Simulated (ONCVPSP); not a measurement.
## Pseudopotential generation for magnesium: ONCV, PBE, scalar-relativistic.

ONCVPSP 4.0.1 was run on this input:

```
# ATOM AND REFERENCE CONFIGURATION
# atsym  z   nc   nv     iexc    psfile
  Mg 12.00    1    3        4      upf
#
#   n    l    f
    1    0    2.00
    2    0    2.00
    2    1    6.00
    3    0    2.00
#
# PSEUDOPOTENTIAL AND OPTIMIZATION
# lmax
    1
#
#   l,   rc,      ep,       ncon, nbas, qcut
    0    0.95    0.00    3    7   10.90
    1    0.75    0.00    4    8   15.80
#
# LOCAL POTENTIAL
# lloc, lpopt,  rc(5),   dvloc0
    4    5    0.45    4.00
#
# VANDERBILT-KLEINMAN-BYLANDER PROJECTORs
# l, nproj, debl
    0    3    1.00
    1    2    2.70
#
# MODEL CORE CHARGE
# icmod, fcfact, rcfact
    3    4.00    1.55
#
# LOG DERIVATIVE ANALYSIS
# epsh1, epsh2, depsh
   -4.00    5.00    0.02
#
# OUTPUT GRID
# rlmax, drl
    6.00    0.01
#
# TEST CONFIGURATIONS
# ncnf
    4
# nvcnf
#   n    l    f
    3
    2    0    2.00
    2    1    6.00
    3    0    1.00
#
    3
    2    0    2.00
    2    1    6.00
    3    0    0.00
#
    3
    2    0    2.00
    2    1    6.00
    3    0    1.50
#
    3
    2    0    1.00
    2    1    6.00
    3    0    2.00
#
```

Command:

```bash
oncvpsp.x < Mg.dat > Mg.out
```

Output (shortened: citation, most of the input echo, consistency checks and plot data are left out):

```
ONCVPSP  (Optimized Norm-Conservinng Vanderbilt PSeudopotential)
scalar-relativistic version 4.0.1

#   n    l    f        energy (Ha)
    1    0    2.00    -4.6291303E+01
    2    0    2.00    -2.9342667E+00
    2    1    6.00    -1.7130252E+00
    3    0    2.00    -1.7292380E-01

Reference configufation results
  iterations    25
  all-electron total energy (Ha)   -2.00279817D+02

Begin loop to  construct optimized pseudo wave functions
and semi-local pseudopoentials for all angular momenta

   Wellstate for l =  0  n =  4
     eigenvalue =   0.8271
     asymptotic potential =   1.3271
     half-point radius =  4.0898

Calculating optimized projector #   1

 for l=   0

    Fraction of norm inside rc  0.818546
    Optimizing pswf for qcut=  10.90 a_B^-1,  ecut=  59.38 Ha
    Residual kinetic energy error=  7.81D-06 Ha

    Energy error per electron        Cutoff
         Ha          eV             Ha
         0.01000     0.27211       14.77
         0.00100     0.02721       36.40
         0.00010     0.00272       48.21
         0.00001     0.00027       58.26

Calculating optimized projector #   2

 for l=   0

    Fraction of norm inside rc  0.022487
    Optimizing pswf for qcut=  10.90 a_B^-1,  ecut=  59.38 Ha
    Residual kinetic energy error=  1.20D-06 Ha

    Energy error per electron        Cutoff
         Ha          eV             Ha
         0.01000     0.27211        9.25
         0.00100     0.02721       14.66
         0.00010     0.00272       39.52
         0.00001     0.00027       51.05

Calculating optimized projector #   3

 for l=   0

    Fraction of norm inside rc  0.028693
    Optimizing pswf for qcut=  10.90 a_B^-1,  ecut=  59.38 Ha
    Residual kinetic energy error=  3.10D-06 Ha

    Energy error per electron        Cutoff
         Ha          eV             Ha
         0.01000     0.27211       10.84
         0.00100     0.02721       17.25
         0.00010     0.00272       43.97
         0.00001     0.00027       54.77

   Wellstate for l =  1  n =  3
     eigenvalue =   0.9870
     asymptotic potential =   1.4870
     half-point radius =  1.9213

Calculating optimized projector #   1

 for l=   1

    Fraction of norm inside rc  0.644373
    Optimizing pswf for qcut=  15.80 a_B^-1,  ecut= 124.78 Ha
    Residual kinetic energy error=  9.12D-05 Ha

    Energy error per electron        Cutoff
         Ha          eV             Ha
         0.01000     0.27211       87.18
         0.00100     0.02721      106.55
         0.00010     0.00272      124.65
         0.00001     0.00027      346.73

Calculating optimized projector #   2

 for l=   1

    Fraction of norm inside rc  0.079149
    Optimizing pswf for qcut=  15.80 a_B^-1,  ecut= 124.78 Ha
    Residual kinetic energy error=  3.85D-05 Ha

    Energy error per electron        Cutoff
         Ha          eV             Ha
         0.01000     0.27211       75.18
         0.00100     0.02721       99.28
         0.00010     0.00272      117.70
         0.00001     0.00027      167.85

Construct Vanderbilt / Kleinmman-Bylander projectors

B matrix Hermiticity error, ll=   0
   1   2    1.6078E-04
   1   3   -2.6732E-04
   2   3    1.6823E-05

  Orthonormal projector coefficients  2.6053E+01  8.0900E+00  1.4505E+00

B matrix Hermiticity error, ll=   1
   1   2    2.9873E-04

  Orthonormal projector coefficients -1.0308E+01 -3.1658E+00

Model core correction analysis
  based on d2Exc/dn_idn_j

d2excae - all-electron derivatives

   -6.949169D-02   -6.204723D-02   -2.745356D-03
   -6.204847D-02   -6.473495D-02   -3.115127D-03
   -2.744662D-03   -3.114430D-03   -3.726933D-02

d2excps - pseudofunction derivatives with no core correction

   -6.909233D-02   -6.532046D-02   -2.790431D-03
   -6.532186D-02   -6.692089D-02   -3.244939D-03
   -2.789584D-03   -3.244255D-03   -3.727298D-02

rms 2nd derivative error    1.712851E-03

rmatch, rhocmatch    0.2188   78.5008

Teter function model core charge with specified parameters

d2excps - pseudofunction derivatives with core correction

   -6.446349D-02   -6.385410D-02   -2.540956D-03
   -6.385420D-02   -6.609382D-02   -3.158749D-03
   -2.540216D-03   -3.158067D-03   -3.725969D-02

rms 2nd derivative error    1.936268E-03

Pseudoatom total energy  -63.367028

Diagnostic tests using Vanderbilt-Kleinman-Bylander pseudopotentials
  1 or more projectors used as specified by nproj input data

   l    rcore       rmatch      e in        delta e   norm test  slope test

   0   0.9532359   0.9821782  -2.9342667   0.0000234   1.0001243   1.0001483
   0   0.9532359   0.9821782  -0.1729238   0.0000042   1.0000710   1.0000580
   0   0.9532359   0.9821782   0.8270762   0.0000396   1.0003361   1.0003361

   1   0.7503799   0.7731630  -1.7130252  -0.0000557   1.0001213   1.0001633
   1   0.7503799   0.7731630   0.9869748  -0.0000315   1.0003028   1.0003028

 Testing for bound ghosts
   n   l    E NL Schr. Eq   E Basis Diag.   E Cutoff

   1   0       -2.934243       -2.933786    288.91
   2   0       -0.172920        0.467467    288.91

   2   1       -1.713081       -1.696353    536.26

 Testing for highly-localized positive-energy ghosts
       l    <radius>/rc     E Basis Diag.   E Cutoff

Test configuration 0

   n   l     f        eae           eps        diff
   1   0  2.0000  -46.29130288
   2   0  2.0000   -2.93426666   -2.93424321    2.34D-05
   2   1  6.0000   -1.71302518   -1.71308091   -5.57D-05
   3   0  2.0000   -0.17292380   -0.17291961    4.19D-06

    Total energies and differences
      AE_ref= -2.00279817D+02  AE_tst= -2.00279817D+02  dif=  0.00D+00
      PS_ref= -6.33670276D+01  PS_tst= -6.33670276D+01  dif=  7.11D-14
      PSP excitation error= -7.11D-14

Test configuration 1

   n   l     f        eae           eps        diff
   1   0  2.0000  -46.63013699
   2   0  2.0000   -3.26756754   -3.26773545   -1.68D-04
   2   1  6.0000   -2.04605563   -2.04622955   -1.74D-04
   3   0  1.0000   -0.41813532   -0.41813644   -1.11D-06

    Total energies and differences
      AE_ref= -2.00279817D+02  AE_tst= -1.99987287D+02  dif=  2.93D-01
      PS_ref= -6.33670276D+01  PS_tst= -6.30744938D+01  dif=  2.93D-01
      PSP excitation error= -4.11D-06

Test configuration 2

   n   l     f        eae           eps        diff
   1   0  2.0000  -47.04686345
   2   0  2.0000   -3.67376858   -3.67432022   -5.52D-04
   2   1  6.0000   -2.45137639   -2.45184811   -4.72D-04

    Total energies and differences
      AE_ref= -2.00279817D+02  AE_tst= -1.99435128D+02  dif=  8.45D-01
      PS_ref= -6.33670276D+01  PS_tst= -6.25223135D+01  dif=  8.45D-01
      PSP excitation error= -2.55D-05

Test configuration 3

   n   l     f        eae           eps        diff
   1   0  2.0000  -46.45005748
   2   0  2.0000   -3.09087706   -3.09092673   -4.97D-05
   2   1  6.0000   -1.86953323   -1.86963266   -9.94D-05
   3   0  1.5000   -0.29104377   -0.29104041    3.36D-06

    Total energies and differences
      AE_ref= -2.00279817D+02  AE_tst= -2.00164272D+02  dif=  1.16D-01
      PS_ref= -6.33670276D+01  PS_tst= -6.32514824D+01  dif=  1.16D-01
      PSP excitation error= -8.42D-07

Test configuration 4

   n   l     f        eae           eps        diff
   1   0  2.0000  -47.39399003
   2   0  1.0000   -3.80958376   -3.81869197   -9.11D-03
   2   1  6.0000   -2.59629106   -2.60212853   -5.84D-03
   3   0  2.0000   -0.52179114   -0.52219674   -4.06D-04

    Total energies and differences
      AE_ref= -2.00279817D+02  AE_tst= -1.96918349D+02  dif=  3.36D+00
      PS_ref= -6.33670276D+01  PS_tst= -6.00013015D+01  dif=  3.37D+00
      PSP excitation error= -4.26D-03
```

The run took about 3.1 s on one core of a shared server CPU.
